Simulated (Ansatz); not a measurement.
Ansatz (a first-principles code) input (r2SCANh/def2-TZVPD):

Ansatz 0.2 input:
```yaml
crystal:
  periodic: [false, false, false]
  atoms:
    - {symbol: C, position_ang: [-2.20232997, 0.36865996, 0.01102231]}
    - {symbol: C, position_ang: [-0.88935941, -0.26485235, 0.21857224]}
    - {symbol: O, position_ang: [0.12739174, 0.56792628, -0.39174387]}
    - {symbol: C, position_ang: [1.39105730, 0.16047673, -0.23473757]}
    - {symbol: O, position_ang: [1.74746086, -0.82177251, 0.35381159]}
    - {symbol: H, position_ang: [-3.10147462, -0.22141977, 0.10728324]}
    - {symbol: H, position_ang: [-2.27945651, 1.43958565, -0.10371999]}
    - {symbol: H, position_ang: [-0.63826483, -0.37796957, 1.28218443]}
    - {symbol: H, position_ang: [-0.83819859, -1.26671598, -0.21681845]}
    - {symbol: H, position_ang: [2.06236625, 0.87158363, -0.73461295]}
basis:
  gaussian:
    orbitals: def2-TZVPD
hamiltonian:
  xc: {name: r2SCANh}
magnetization: {spin_polarized: true, initial_magnetization: 1}
output: {forces: true}
```

End of the output:

```
mean field -7283.51926775 eV, -267.6643961430 hartree, gradient 7.7e-5 eV, S^2 0.757118; 0 other end points of the search recorded, 0 dependent functions left out
the calculation of the forces begins
reference -7283.51928699 eV, -267.6643968500 hartree; 20, 19 occupied and 216, 217 virtual orbitals, 1145 factors
Total energy: -7283.51928699 eV, -267.6643968500 hartree
Atom 0 at    -2.202330     0.368660     0.011022 Å, force     0.072863    -0.008849    -0.004648 eV/Å
Atom 1 at    -0.889359    -0.264852     0.218572 Å, force     0.073137     0.042839    -0.019084 eV/Å
Atom 2 at     0.127392     0.567926    -0.391744 Å, force     0.039014    -0.068226     0.041812 eV/Å
Atom 3 at     1.391057     0.160477    -0.234738 Å, force    -0.118312    -0.155446     0.104461 eV/Å
Atom 4 at     1.747461    -0.821773     0.353812 Å, force    -0.115782     0.166102    -0.094221 eV/Å
Atom 5 at    -3.101475    -0.221420     0.107283 Å, force     0.021080    -0.002689     0.004278 eV/Å
Atom 6 at    -2.279457     1.439586    -0.103720 Å, force     0.013253    -0.009677     0.000385 eV/Å
Atom 7 at    -0.638265    -0.377970     1.282184 Å, force     0.012589     0.012248    -0.020693 eV/Å
Atom 8 at    -0.838199    -1.266716    -0.216818 Å, force     0.021892     0.016425    -0.009714 eV/Å
Atom 9 at     2.062366     0.871584    -0.734613 Å, force    -0.019734     0.007272    -0.002576 eV/Å
Dipole moment:    -0.348260     0.197913    -0.071296 e Å
```

It need not be the lowest isomer of its formula.
